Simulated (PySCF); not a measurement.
Isomers of C8H13ClO, one GFN2-xTB conformer each. Single-point energies are computed at PBE0/pcSseg-1 (PySCF, gas phase, no added dispersion term), electronic only.

Task: Rank them by PBE0/pcSseg-1 energy, lowest first (kJ/mol).
A. `[CH3:1][CH2:2][C@@H:3]1[CH2:4][CH2:5][C@:6]1([CH3:7])[C:8](=[O:9])[Cl:10]` with C1–C2–C3–C4 178°, C5–C6–C8–O9 154°, C2–C3–C4–C5 -136°, C3–C4–C5–C6 12°, C4–C5–C6–C7 -129°, C2–C3–C6–C5 134°
B. `[CH3:1][CH2:2][C@@H:3]1[CH2:4][CH2:5][CH2:6][C@@H:7]1[C:8](=[O:9])[Cl:10]` with C1–C2–C3–C4 -173°, C6–C7–C8–O9 -42°, C2–C3–C4–C5 -158°, C3–C4–C5–C6 11°, C4–C5–C6–C7 15°, C5–C6–C7–C8 83°
C. `[O:1]=[C:2]1[CH2:3][CH2:4][CH2:5][CH2:6][C@H:7]1[CH2:8][CH2:9][Cl:10]` with C6–C7–C8–C9 -167°, C7–C8–C9–Cl10 64°, O1–C2–C3–C4 121°, C2–C3–C4–C5 56°, C3–C4–C5–C6 -58°, C4–C5–C6–C7 58°
D. `[CH3:1][C:2](=[O:3])[C@H:4]1[CH2:5][CH2:6][C@@H:7]([Cl:8])[CH2:9][CH2:10]1` with C1–C2–C4–C5 60°, C2–C4–C5–C6 -179°, C4–C5–C6–C7 -56°, C5–C6–C7–Cl8 -68°, C6–C7–C9–C10 -54°

Result: D (0.0), C (5.7), B (8.7), A (79.4).

As drawn, the highest has a four-membered ring and a quaternary carbon, which the lowest lacks. Neighbours under 10 kJ/mol apart (CC(=O)[C@H]1CC[C@@H](Cl)CC1 and O=C1CCCC[C@H]1CCCl; O=C1CCCC[C@H]1CCCl and CC[C@@H]1CCC[C@@H]1C(=O)Cl) can change places with a better method, another conformer or zero-point energy. GFN2-xTB itself gives, in the same order: 12.0, 18.0, 0.0, 52.1. GFN2-xTB puts CC[C@@H]1CCC[C@@H]1C(=O)Cl lowest instead; measured from each level's own lowest isomer, the values differ by up to 27.3 kJ/mol (CC[C@@H]1CC[C@]1(C)C(=O)Cl: 52.1 against 79.4).

Task: Which frontier levels, dipoles and rotational constants go with these structures?

Result: 
```json
{"SMILES": "CC(=O)[C@H]1CC[C@@H](Cl)CC1", "HOMO (eV, PBE0/pcSseg-1)": "-7.17", "LUMO (eV)": "-0.38", "dipole (D)": "4.07", "A, B, C (MHz)": "2137, 662.2, 625.4"}
{"SMILES": "O=C1CCCC[C@H]1CCCl", "HOMO (eV, PBE0/pcSseg-1)": "-7.17", "LUMO (eV)": "-0.58", "dipole (D)": "2.77", "A, B, C (MHz)": "1956, 654.6, 593.3"}
{"SMILES": "CC[C@@H]1CCC[C@@H]1C(=O)Cl", "HOMO (eV, PBE0/pcSseg-1)": "-8.31", "LUMO (eV)": "-1.02", "dipole (D)": "3.05", "A, B, C (MHz)": "1394, 1030, 722.7"}
{"SMILES": "CC[C@@H]1CC[C@]1(C)C(=O)Cl", "HOMO (eV, PBE0/pcSseg-1)": "-8.22", "LUMO (eV)": "-1.05", "dipole (D)": "3.08", "A, B, C (MHz)": "1247, 1046, 965.0"}
```

Task: As an exercise, what shares would exp(−E/RT) give at 2000 K from these electronic energies alone (no entropy, no degeneracies)?

Result: RT = 16.629 kJ/mol: CC(=O)[C@H]1CC[C@@H](Cl)CC1 43.3 %, O=C1CCCC[C@H]1CCCl 30.8 %, CC[C@@H]1CCC[C@@H]1C(=O)Cl 25.6 %, CC[C@@H]1CC[C@]1(C)C(=O)Cl 0.4 %.
